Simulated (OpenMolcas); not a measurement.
What dynamic correlation does to the levels of Kr VII

```yaml
Program: OpenMolcas
Basis: ANO-RCC-VQZP [7s6p4d2f1g]
Scalar_Hamiltonian: DKH2, point nucleus
Active_space: 2 electrons in 4 orbitals (4s 4p)
State_averaging: 2S+1 = 3 even, 3 roots; 2S+1 = 1 even, 7 roots (6 in the spin-orbit step); 2S+1 = 3 odd, 3 roots; 2S+1 = 1 odd, 3 roots
Spin-orbit_coupling: RASSI with atomic mean-field integrals over the reference wave functions, term energies averaged over their components
```

Methods on the same reference wave functions:
A. CASSCF
B. SS-CASPT2, IPEA 0.25 Eh, imaginary shift 0.1 Eh (closed shells correlated: 3d)

Energies in cm⁻¹ above 4s² ¹S₀, the measured ground level; measured values from Saloman, J. Phys. Chem. Ref. Data 36, 215 (2007).

```json
{"Level": "4s² ¹S₀", "A": "0.0", "B": "0.0", "Measured": "0.0"}
{"Level": "4s 4p ³P°₀", "A": "114833", "B": "115528", "Measured": "117390"}
{"Level": "4s 4p ³P°₁", "A": "117343", "B": "117997", "Measured": "120095"}
{"Level": "4s 4p ³P°₂", "A": "122996", "B": "123690", "Measured": "126553"}
{"Level": "4s 4p ¹P°₁", "A": "182496", "B": "172628", "Measured": "170835"}
```

Deviations, from unrounded energies. A percentage is the sum of absolute deviations over the sum of measured energies, with the sign that they share, or ± where signs differ.

| Against measurement | Levels | A | B |
| --- | --- | --- | --- |
| mean absolute deviation (cm-1) | 4 | 5100 | 2200 |
| other configurations (%) | 4 | ±3.8 | ±1.6 |

B lies closest to measurement on these levels. The largest miss of B in the table is 4s 4p ³P°₂, by -2900 cm-1. The ranking rests on the paired levels alone, and a cruder setting can come out closer through cancelling errors.

The lowest spin-free term lies below A's lowest term by 0.083 hartree in B.

Over all roots computed the reference weight is 0.94 to 0.99 in B; the roots of lowest weight are the least certain, and an intruder state may touch them. Some high roots are left out of the spin-orbit mixing, which shifts the levels that they would mix with. Measured partners are found by configuration, term and J. A level has none where our copy of the source lacks it or the pairing is in doubt (some pairs that miss far off the trend of their configuration count as doubtful), and it then counts in no deviation. Only configurations of the active space appear. Levels that lie high or do not pair safely by name in every column are left out.

° marks odd parity.
